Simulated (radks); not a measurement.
Question: Excited configurations of the zinc ion Zn+: one electron is placed in a higher orbital outside [Ar] 3d10. The ground configuration is [Ar] 3d10 4s1. Method: scalar-relativistic Kohn-Sham, PBE, spin-polarised, spherical densities, finite nucleus; open shells are filled with parallel spins first; Fermi nuclear charge, rms radius 3.9283 fm; computed with a radial shooting solver on a logarithmic mesh with Libxc functionals. Excitation = E - E(ground); binding = E(ion) - E, where the ion is the core of charge +2; n* = 2/sqrt(2 binding) in atomic units, and the quantum defect is n - n*.

outer orbital  excitation (eV)  binding (eV)     n*  quantum defect  eigenvalue (eV)  <r> (bohr)
5s                      11.156         7.579  2.680           2.320           -6.045       5.641
6s                      14.567         4.167  3.614           2.386           -3.380       10.26
6p                      15.267         3.468  3.961           2.039           -2.792       11.93
6d                      16.296         2.439  4.724           1.276           -1.948       16.31

Estimate the row for 7d.

Answer: excitation (eV) 17.008; binding (eV) 1.726; n* 5.615; quantum defect 1.385; eigenvalue (eV) -1.407; <r> (bohr) 23.83. The Delta-SCF ionisation energy is 18.735 eV (NIST Atomic Spectra Database: 17.964 eV, measured). Self-interaction in the functional shifts the binding energies and quantum defects, so they are the method's values and not measured ones.
